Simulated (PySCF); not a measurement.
**Tin: highly charged ions in a basis for the neutral atom**

Sn¹⁰⁺ [Kr] 4d4, Sn¹¹⁺ [Kr] 4d3. Computed with PySCF 2.14 in def2-SVP with the def2 core potential (28 electrons), with a scalar-relativistic core potential. No spin-orbit coupling, so a gap to NIST mixes the basis error with missing relativistic terms.

Changed run: basis of the neutral atom used for a highly charged ion. This setting is unsound on purpose.

```csv
species,method,sound run (hartree),changed run (hartree),converged
Sn¹⁰⁺,UHF,not run,-181.35769,yes
Sn¹⁰⁺,TPSS,not run,-181.79968,yes
Sn¹⁰⁺,BP86,not run,-181.88694,yes
Sn¹¹⁺,UHF,not run,-173.57936,yes
Sn¹¹⁺,TPSS,not run,-174.01051,yes
Sn¹¹⁺,BP86,not run,-174.08412,yes
```

Ionisation energy of Sn¹⁰⁺:

| method | changed run (eV) | NIST (eV) |
| --- | --- | --- |
| UHF | 211.66 | 208 ± 2.4 |
| TPSS | 211.95 | 208 ± 2.4 |
| BP86 | 212.33 | 208 ± 2.4 |

The contracted functions were made for the neutral atom and can be too rigid for a highly charged ion.
